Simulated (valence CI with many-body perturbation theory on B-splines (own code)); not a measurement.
**How close is CI+MBPT for Os V?**

Calculated by valence CI with perturbative core correlation (CI+MBPT): four valence electrons over a frozen Dirac-Fock core [Xe] 4f14, a basis of 7 s, 7 p, 8 d, 6 f, 4 g, 1 h functions for each j, with the one-electron correlation potential Σ1, the two-electron term Σ2, the three-electron term Σ3, Breit, model QED; selected CI, second order for the rest, scaled by the run's own slope (own B-spline code, finite nucleus).

Against 56 measured levels this calculation errs by 798 cm⁻¹ on average and by 2333 at most. These come from a selection out of Palmeri et al., Atoms 14, 22 (2026). Levels without a partner in it may be off by more, other configurations by 1,000 to 8,000 cm⁻¹. Among the levels kept, up to 310 cm⁻¹ of a level comes from second order outside the variational space, and about a tenth of that is noise between levels of different J, which matters for small intervals.

Measured levels: measured levels as listed in Palmeri et al., Atoms 14, 22 (2026). Pairs share parity and J, and are chosen by configuration, term and nearness in energy; levels without a clear partner are left out. Energies in cm⁻¹ above the measured ground level.

Names give the largest LS component (configuration and term), which can be under half, so a name can repeat, a term be missing and a line seem to break the LS rules; names also repeat where a configuration has a term twice. Letters in brackets count levels of one name in rising energy.

| Computed label | Label in the source | Measured | Computed | Difference |
| --- | --- | --- | --- | --- |
| 5d⁴ ⁵D_0 | 5d4 5D | 0 | 0.0 | 0 |
| 5d⁴ ⁵D_1 | 5d4 5D | 4311.2 | 4088.8 | -222 |
| 5d⁴ ⁵D_2 | 5d4 5D | 8083 | 7791.3 | -292 |
| 5d⁴ ⁵D_3 | 5d4 5D | 11018.5 | 10760.2 | -258 |
| 5d⁴ ⁵D_4 | 5d4 5D | 12966.1 | 12826.3 | -140 |
| 5d⁴ ³P_0 [a] | 5d4 | 18364.2 | 18638.4 | +274 |
| 5d⁴ ³H_4 | 5d4 3H | 20373.8 | 20299.4 | -74 |
| 5d⁴ ³G_3 | 5d4 3G | 23942.3 | 24154.9 | +213 |
| 5d⁴ ³F_2 [a] | 5d4 | 24400.9 | 24802.4 | +401 |
| 5d⁴ ³P_1 [a] | 5d4 3P | 24679.7 | 25059.5 | +380 |
| 5d⁴ ³H_5 | 5d4 3H | 25343.9 | 25233.3 | -111 |
| 5d⁴ ³H_6 | 5d4 3H | 27669.2 | 27514.0 | -155 |
| 5d⁴ ³G_4 | 5d4 3G | 29844.2 | 29939.7 | +96 |
| 5d⁴ ³P_2 [a] | 5d4 | 30247.3 | 30795.3 | +548 |
| 5d⁴ ³F_4 [a] | 5d4 | 31788.2 | 32005.1 | +217 |
| 5d⁴ ³F_3 [a] | 5d4 3F | 32171.8 | 32671.0 | +499 |
| 5d⁴ ³D_3 | 5d4 | 34704.5 | 35089.7 | +385 |
| 5d⁴ ¹D_2 [a] | 5d4 | 36307.1 | 36891.4 | +584 |
| 5d⁴ ³G_5 | 5d4 3G | 37015.5 | 37079.0 | +64 |
| 5d⁴ ³D_1 | 5d4 3D | 38535.8 | 39120.3 | +584 |
| 5d⁴ ¹I_6 | 5d4 1I | 39283.5 | 39125.6 | -158 |
| 5d⁴ ¹G_4 [a] | 5d4 | 43779.4 | 44259.9 | +480 |
| 5d⁴ ³P_2 [b] | 5d4 | 43959.7 | 44722.7 | +763 |
| 5d⁴ ¹F_3 | 5d4 1F | 46548.9 | 47348.5 | +800 |
| 5d⁴ ³P_2 [c] | 5d4 | 49999.5 | 51092.6 | +1093 |
| 5d⁴ ³F_4 [b] | 5d4 3F | 53794.8 | 54585.7 | +791 |
| 5d⁴ ³F_2 [b] | 5d4 | 55042.9 | 55918.0 | +875 |
| 5d⁴ ³F_3 [b] | 5d4 3F | 55872 | 56790.6 | +919 |
| 5d⁴ ³P_1 [b] | 5d4 3P | 55987.5 | 57107.4 | +1120 |
| 5d⁴ ¹G_4 [b] | 5d4 | 59575.9 | 60541.7 | +966 |
| 5d³6s ⁵F_1 | 5d3(4F) 6s 5F | 71190.4 | 71921.6 | +731 |
| 5d³6s ⁵F_2 | 5d3(4F) 6s 5F | 73848.7 | 74399.5 | +551 |
| 5d³6s ⁵F_3 | 5d3(4F) 6s 5F | 78168.3 | 78811.8 | +643 |
| 5d³6s ⁵F_4 | 5d3(4F) 6s 5F | 82424.4 | 83080.0 | +656 |
| 5d³6s ⁵P_2 | 5d3(4P) 6s | 85659.4 | 86938.7 | +1279 |
| 5d³6s ⁵F_5 | 5d3(4F) 6s 5F | 85963.9 | 86694.2 | +730 |
| 5d³6s ⁵P_1 | 5d3(4P) 6s 5P | 87332.4 | 88636.4 | +1304 |
| 5d³6s ³F_2 [a] | 5d3(4F) 6s 3F | 89238.8 | 90269.2 | +1030 |
| 5d³6s ³G_3 | 5d3(2G) 6s | 92183.7 | 93230.2 | +1046 |
| 5d³6s ³H_4 | 5d3(2H) 6s | 93810.8 | 94824.2 | +1013 |
| 5d³6s ⁵P_3 | 5d3(4P) 6s 5P | 94638.7 | 95889.0 | +1250 |
| 5d³6s ³H_5 [a] | 5d3(2H) 6s | 97477 | 98386.5 | +909 |
| 5d³6s ³G_4 | 5d3(2G) 6s | 98874 | 99989.7 | +1116 |
| 5d³6s ³F_3 [a] | 5d3(2G) 6s | 99046.4 | 100011.1 | +965 |
| 5d³6s ³D_2 [a] | 5d3(2D) 6s | 101269.7 | 102690.9 | +1421 |
| 5d³6s ³F_4 [a] | 5d3(4F) 6s 3F | 102359.2 | 103250.4 | +891 |
| 5d³6s ³H_6 | 5d3(2H) 6s 3H | 104990.6 | 105911.3 | +921 |
| 5d³6s ³P_2 | 5d3(4P) 6s | 107300.6 | 108904.6 | +1604 |
| 5d³6s ³H_5 [b] | 5d3(2H) 6s 3H | 107899.1 | 108864.7 | +966 |
| 5d³6s ³D_3 [a] | 5d3(2D) 6s 3D | 108078.7 | 109683.8 | +1605 |
| 5d³6s ¹H_5 | 5d3(2H) 6s 1H | 112647.5 | 113649.9 | +1002 |
| 5d³6s ³F_3 [b] | 5d3(2F) 6s 3F | 112937.4 | 114744.4 | +1807 |
| 5d³6s ³F_4 [b] | 5d3(2F) 6s 3F | 113528.1 | 115137.6 | +1609 |
| 5d³6s ³F_2 [b] | 5d3(4P) 6s | 114015.2 | 114703.2 | +688 |
| 5d³6s ¹G_4 | 5d3(2G) 6s 1G | 114903.9 | 116052.2 | +1148 |
| 5d³6s ¹F_3 | 5d3(2F) 6s 1F | 120656.4 | 122654.4 | +1998 |
| 5d³6s ³D_2 [b] | 5d3(2D) 6s 3D | 133008.9 | 135342.4 | +2333 |

Over 56 excited levels the mean absolute difference is 798 cm⁻¹, the median 777 and the largest 2333. The comparison draws on a selection of the measured levels: 57 of the 196 computed ones have a partner in it, and others may be off by more.
